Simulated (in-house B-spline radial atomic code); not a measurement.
Values are calculated unless marked as measured or tabulated.
# Work functions and surface energies across electron densities: Sb, Sn, Pb, Zn, Tl, Cd, Cu, Li, Ca, Sr, K

The positive ions are smeared into a uniform slab; the electrons are solved self-consistently in the LDA (PW92) on a fine grid across the film. Stabilised jellium adds, inside the slab, the constant potential −n de/dn that makes the bulk stable at the metal's density. No lattice, so no dependence on crystal face. Atomic units unless named.

Thick-film averages; measured work functions from the table in Wikipedia's article on work functions.

```json
{"metal": "Sb", "r_s (bohr)": "2.14", "Φ jellium (eV)": "3.75", "Φ stabilised (eV)": "4.21", "Φ measured (eV)": "4.55 to 4.70", "σ jellium (J/m²)": "-0.409", "σ stabilised (J/m²)": "0.865"}
{"metal": "Sn", "r_s (bohr)": "2.22", "Φ jellium (eV)": "3.72", "Φ stabilised (eV)": "4.15", "Φ measured (eV)": "4.42", "σ jellium (J/m²)": "-0.235", "σ stabilised (J/m²)": "0.802"}
{"metal": "Pb", "r_s (bohr)": "2.31", "Φ jellium (eV)": "3.68", "Φ stabilised (eV)": "4.08", "Φ measured (eV)": "4.25", "σ jellium (J/m²)": "-0.091", "σ stabilised (J/m²)": "0.736"}
{"metal": "Zn", "r_s (bohr)": "2.31", "Φ jellium (eV)": "3.68", "Φ stabilised (eV)": "4.08", "Φ measured (eV)": "3.63 to 4.9", "σ jellium (J/m²)": "-0.091", "σ stabilised (J/m²)": "0.736"}
{"metal": "Tl", "r_s (bohr)": "2.49", "Φ jellium (eV)": "3.60", "Φ stabilised (eV)": "3.93", "Φ measured (eV)": "about 3.84", "σ jellium (J/m²)": "0.086", "σ stabilised (J/m²)": "0.619"}
{"metal": "Cd", "r_s (bohr)": "2.59", "Φ jellium (eV)": "3.56", "Φ stabilised (eV)": "3.86", "Φ measured (eV)": "4.08", "σ jellium (J/m²)": "0.143", "σ stabilised (J/m²)": "0.562"}
{"metal": "Cu", "r_s (bohr)": "2.67", "Φ jellium (eV)": "3.52", "Φ stabilised (eV)": "3.79", "Φ measured (eV)": "4.53 to 5.10", "σ jellium (J/m²)": "0.174", "σ stabilised (J/m²)": "0.521"}
{"metal": "Li", "r_s (bohr)": "3.26", "Φ jellium (eV)": "3.23", "Φ stabilised (eV)": "3.37", "Φ measured (eV)": "2.9", "σ jellium (J/m²)": "0.220", "σ stabilised (J/m²)": "0.306"}
{"metal": "Ca", "r_s (bohr)": "3.27", "Φ jellium (eV)": "3.23", "Φ stabilised (eV)": "3.36", "Φ measured (eV)": "2.87", "σ jellium (J/m²)": "0.220", "σ stabilised (J/m²)": "0.304"}
{"metal": "Sr", "r_s (bohr)": "3.54", "Φ jellium (eV)": "3.10", "Φ stabilised (eV)": "3.19", "Φ measured (eV)": "about 2.59", "σ jellium (J/m²)": "0.202", "σ stabilised (J/m²)": "0.243"}
{"metal": "K", "r_s (bohr)": "4.9", "Φ jellium (eV)": "2.57", "Φ stabilised (eV)": "2.51", "Φ measured (eV)": "2.29", "σ jellium (J/m²)": "0.103", "σ stabilised (J/m²)": "0.092"}
```

Question: Where do the two models part, and which lies nearer to measurement?

Answer: They differ by +0.46 eV for Sb and -0.06 eV for K; the stabilising potential vanishes near r_s = 4.2, where jellium is in equilibrium. Against the middle of the measured ranges the mean absolute misses are 0.57 eV (jellium) and 0.38 eV (stabilised). The largest miss of the stabilised model is -1.02 eV, for Cu, a noble metal whose d shell the model lacks. Plain jellium has a negative surface energy for Sb, Sn, Pb, Zn.
